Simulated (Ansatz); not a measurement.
Two isomers of C3H7BO: A = `BCC1CO1`, B = `CC1CB1O`.

Program: Ansatz. Geometries: PBE0-D4/def2-TZVP. ΔE: electronic, gas phase. CCSD(T)/CBS is the MP2 limit (def2-TZVPP, def2-QZVPP) plus CCSD(T) − MP2 in def2-TZVPP, frozen cores. DFT in def2-TZVPP. B3LYP here is the variant with VWN-RPA as its local correlation; programs differ in this. One conformer a species, not always the lowest.

Q: Which is lower in electronic energy at CCSD(T)/CBS, and by how much? (Estimate.)

A: Computed: B, by 50.0 kcal/mol.

Q: Give E(B) − E(A) in kcal/mol with B3LYP-D4, CCSD(T)/def2-TZVPP, B3LYP, MP2/def2-TZVPP, HF/def2-TZVPP, B2PLYP, PBE-D4. (Best estimate.)

A: Computed: B3LYP-D4 -50.0, CCSD(T)/def2-TZVPP -49.2, B3LYP -49.9, MP2/def2-TZVPP -51.1, HF/def2-TZVPP -46.2, B2PLYP -50.1, PBE-D4 -50.3. None reverses the order clearly.

Largest T1 diagnostic: 0.011.

In def2-TZVPP, CCSD(T) changes the Hartree–Fock value by −3.0 kcal/mol (the triples alone add −0.0 kcal/mol) and MP2 by −4.8 kcal/mol.
